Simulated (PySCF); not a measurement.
BH6P3, SMILES PB(P)P.

Coordinates come from a PBE-D3(BJ)/def2-SVP optimisation. Other conformers were not sampled.

Two levels are set side by side: TDDFT-PBE/def2-SVPD (PySCF) and TDDFT-CAM-B3LYP/def2-SVPD (PySCF). Vertical, same geometry. The lowest singlet is HOMO→LUMO 97 % with PBE and HOMO→LUMO 94 % with the other functional; states are paired by order. Differences are taken from unrounded values.

```
quantity                               TDDFT-CAM-B3LYP  TDDFT-PBE  TDDFT-PBE minus TDDFT-CAM-B3LYP
-------------------------------------  ---------------  ---------  -------------------------------
lowest singlet excitation (eV)                    4.59       4.05                            -0.54
lowest triplet excitation (TDA) (eV)              3.72       3.19                            -0.53
first bright state (f over 0.05) (eV)             4.59       4.05                            -0.54
its oscillator strength                           0.12       0.11                            -0.01
```

Functionals without exact exchange tend to place singlet excitations lower, as here. Differences between two approximate levels are no errors against the true value.

Rough cost on one machine, each run with all the roots and properties that it gave: TDDFT-CAM-B3LYP against TDDFT-PBE about 6 times.
